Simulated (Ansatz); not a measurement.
A structure drawn as `FC1BC[SiH]1F`, with this starting geometry:

Cartesian coordinates in Å:
```
F 1.1911 1.0543 -1.5568
C 0.4170 0.0377 -1.0643
B -0.9947 0.6150 -0.6179
C -0.7860 0.1256 0.8978
Si 0.9487 -0.5842 0.5764
F 0.9410 -2.2527 0.6926
H 0.2974 -0.7820 -1.8077
H -1.9605 1.1479 -1.1547
H -0.6815 1.0539 1.6019
H -1.4458 -0.5992 1.2373
H 2.0732 0.1837 1.1954
```

Charge 0, multiplicity 1.

Task: Relax it with Ansatz at PBE-D4/def2-SVP and then PBE0-D4/def2-TZVP. Is the drawn bonding still there?

Result: Yes, every drawn bond is still there and no new one forms.

Task: Give the relaxed structure. (An estimate is asked.)

Result: Computed: 
Z-matrix (Å, degrees):
```
Si
C 1 1.869
F 1 1.598 2 117.3
B 1 2.285 2 43.3 3 137.4
C 1 1.908 2 80.3 3 113.5
H 1 1.478 2 117.4 3 -130.2
H 2 1.096 1 106.9 3 -25.3
H 2 1.086 1 123.4 3 102.6
H 4 1.193 1 140.8 2 107.4
F 5 1.366 1 129.1 2 153.2
H 5 1.108 1 97.3 2 -83.4
```
No frequency check was run.

Atoms count as bonded under 1.1 times the sum of their covalent radii (H–H under 0.85 Å, pairs among N, O and F under 1.55 Å), and a drawn bond as lost past 1.3 times.
